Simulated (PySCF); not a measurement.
Species: `CCC(C)(C)NNC`. The columns A, B, C and D hold Mulliken, IAO, Hirshfeld and ESP-fitted charges (e) of one PBE0/pcSseg-1 density (PySCF), in a shuffled order. Coordinates in Å (GFN2-xTB); the density's dipole moment is (0.75, -1.46, 0.21) D.

```csv
atom,x,y,z,A,B,C,D
C1,-1.216,1.806,-0.570,-0.418,-0.259,-0.125,-0.334
C2,-0.552,1.173,0.647,-0.255,-0.137,-0.077,+0.284
C3,-0.452,-0.359,0.564,+0.150,-0.377,+0.062,+0.361
C4,-1.817,-1.001,0.308,-0.424,-0.162,-0.123,-0.610
C5,0.118,-0.896,1.890,-0.436,-0.148,-0.132,-0.455
N6,0.394,-0.694,-0.578,-0.332,-0.323,-0.104,-0.627
N7,1.717,-0.205,-0.472,-0.319,-0.358,-0.106,-0.286
C8,2.282,0.041,-1.782,-0.297,-0.076,-0.080,-0.307
H9,-0.763,1.417,-1.477,+0.143,+0.124,+0.029,+0.097
H10,-2.282,1.595,-0.593,+0.129,+0.101,+0.033,+0.063
H11,-1.084,2.885,-0.547,+0.137,+0.107,+0.037,+0.071
H12,0.465,1.557,0.734,+0.144,+0.126,+0.025,-0.052
H13,-1.101,1.444,1.550,+0.122,+0.102,+0.032,-0.050
H14,-2.550,-0.623,1.016,+0.141,+0.112,+0.043,+0.175
H15,-2.152,-0.782,-0.701,+0.146,+0.122,+0.039,+0.157
H16,-1.756,-2.082,0.422,+0.130,+0.100,+0.035,+0.145
H17,0.293,-1.969,1.824,+0.126,+0.092,+0.030,+0.125
H18,-0.580,-0.713,2.703,+0.138,+0.105,+0.039,+0.123
H19,1.057,-0.401,2.126,+0.139,+0.115,+0.035,+0.075
H20,0.361,-1.701,-0.757,+0.215,+0.165,+0.096,+0.369
H21,2.325,-0.837,0.055,+0.223,+0.171,+0.101,+0.303
H22,1.660,0.779,-2.286,+0.151,+0.119,+0.042,+0.153
H23,2.336,-0.859,-2.413,+0.107,+0.079,+0.026,+0.103
H24,3.285,0.445,-1.656,+0.142,+0.102,+0.044,+0.115
```

Task: Which column most likely holds the ESP-fitted charges?

Result: D. Σ q r misses the density's dipole by 0.03 D (D), 0.74 D (C), 0.85 D (A), 1.99 D (B). Charges fitted to the outside potential are the only set here that is tied to the molecule's multipoles.

Task: And the Hirshfeld charges?

Result: C. The mean sizes are 0.062 e (C), 0.153 e (B), 0.207 e (A), 0.227 e (D), and Hirshfeld charges are commonly the smallest of these schemes.

As computed, A = IAO, B = Mulliken, C = Hirshfeld, D = ESP-fitted. Hydrogens on carbon: IAO +0.11 to +0.15, Mulliken +0.08 to +0.13, Hirshfeld +0.02 to +0.04, ESP-fitted -0.05 to +0.18 e.

The Mulliken scheme counts on each atom the diagonal of the density matrix times the overlap matrix over that atom's basis functions. The IAO scheme counts the electrons in orthogonalised intrinsic atomic orbitals, a minimal basis polarised so that it spans the occupied orbitals exactly.

One conformer (not necessarily the lowest) at the GFN2-xTB geometry, without solvent, vibrations or thermal averaging.

These values come from a run that also computed NMR shieldings. On an Intel Xeon Platinum 8375C at 2.90 GHz with one thread (shared host), this took 49 s (grids of density and orbitals included) and 0.96 GiB of memory at its peak.

Conformer computed: `[CH3:1][CH2:2][C:3]([CH3:4])([CH3:5])[NH:6][NH:7][CH3:8]`: C1–C2–C3–C4 -54°, C2–C3–N6–N7 62°, C3–N6–N7–C8 -152°.
